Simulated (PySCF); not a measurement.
but-1-yne (C4H6), SMILES C#CCC. Geometry optimised at PBE-D3(BJ)/def2-SVP.

Computed with PBE-D3(BJ)/def2-SVP (PySCF).

Harmonic wavenumbers (cm⁻¹): 195, 220, 355, 506, 637, 648, 760, 843, 1019, 1049, 1050, 1228, 1290, 1343, 1391, 1417, 1429, 2167, 2959, 2981, 2999, 3075, 3078, 3410. Rotational constants (GHz): 27.26, 4.446, 4.017; symmetry number 1.

Task: Work out the zero-point energy and the ideal-gas rigid-rotor harmonic-oscillator thermochemistry at 298.15 K and 1 atm.

Result: ZPE = ½ Σ hcν = ½ × 36047 cm⁻¹ = 51.53 kcal/mol. H − E(el) = 55.32 kcal/mol. Entropy in cal/(mol K): translation 37.89, rotation 24.01, vibration 7.49, total 69.38. G − E(el) = 34.63 kcal/mol. Cp = 19.39 cal/(mol K).
